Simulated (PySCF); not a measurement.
## Energy of La⁺ (lanthanum, charge +1) between two integer charges

The 5d alpha orbital of [Xe] 5d2 is emptied in steps (occupation f), with all orbitals relaxed, ending at [Xe] 5d1. All numbers are calculated (PySCF 2.14, a scalar-relativistic core potential, in def2-TZVPPD with the def2 core potential (46 electrons) (6s5p3d2f1g, 59 functions)). The exact energy is a straight line in f; departures are measured from the line between the end points of the same method.

| f | UHF (eV) | PBE (eV) |
| --- | --- | --- |
| 1 | 0.000 | 0.000 |
| 0.9 | 0.038 | -0.314 |
| 0.7 | 0.086 | -0.734 |
| 0.5 | 0.100 | -0.878 |
| 0.3 | 0.082 | -0.740 |
| 0.1 | 0.034 | -0.318 |
| 0 | 0.000 | 0.000 |

```json
{"method": "UHF", "E(f=0) − E(f=1) (eV)": "10.456", "−ε at f=1 (eV)": "10.883", "−ε at f=0.5 (eV)": "10.443"}
{"method": "PBE", "E(f=0) − E(f=1) (eV)": "11.338", "−ε at f=1 (eV)": "7.878", "−ε at f=0.5 (eV)": "11.319"}
```

Orbital energy along the path (eV):

| f | UHF | PBE |
| --- | --- | --- |
| 1 | -10.883 | -7.878 |
| 0.9 | -10.787 | -8.593 |
| 0.7 | -10.608 | -9.921 |
| 0.5 | -10.443 | -11.319 |
| 0.3 | -10.290 | -12.736 |
| 0.1 | -10.148 | -14.163 |
| 0 | -10.080 | -14.869 |

Reference removal energy between the ground levels: 11.185 eV (measured; NIST Atomic Spectra Database, ionization energies). The calculation has no spin-orbit coupling. UHF lacks correlation.
